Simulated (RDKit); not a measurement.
Job for RDKit: MMFF94 on CH2F2 (SMILES FCF).

```python
from rdkit import Chem
from rdkit.Chem import AllChem, rdDetermineBonds

blocks = [
'''5

F    -0.30552998    0.07792100    3.69133890
C     0.58732533   -0.95012164    3.77139531
F     1.78837513   -0.51373751    3.30310499
H     0.23792183   -1.76449776    3.13560427
H     0.69970029   -1.23138547    4.81951862
''',
]
mol = None
for b in blocks:
    f = Chem.MolFromXYZBlock(b)
    rdDetermineBonds.DetermineBonds(f, charge=0)
    mol = f if mol is None else Chem.CombineMols(mol, f)
Chem.SanitizeMol(mol)
print(Chem.MolToSmiles(Chem.RemoveHs(mol)))
ff = AllChem.MMFFGetMoleculeForceField(mol, AllChem.MMFFGetMoleculeProperties(mol), nonBondedThresh=100.0, ignoreInterfragInteractions=False)
e = ff.CalcEnergy()
print(f'MMFF94 energy {e:.6f} kcal/mol')
```

It printed:

```
FCF
MMFF94 energy 0.517614 kcal/mol
```

The run finished.

Cost: roughly 0.05 core-seconds.
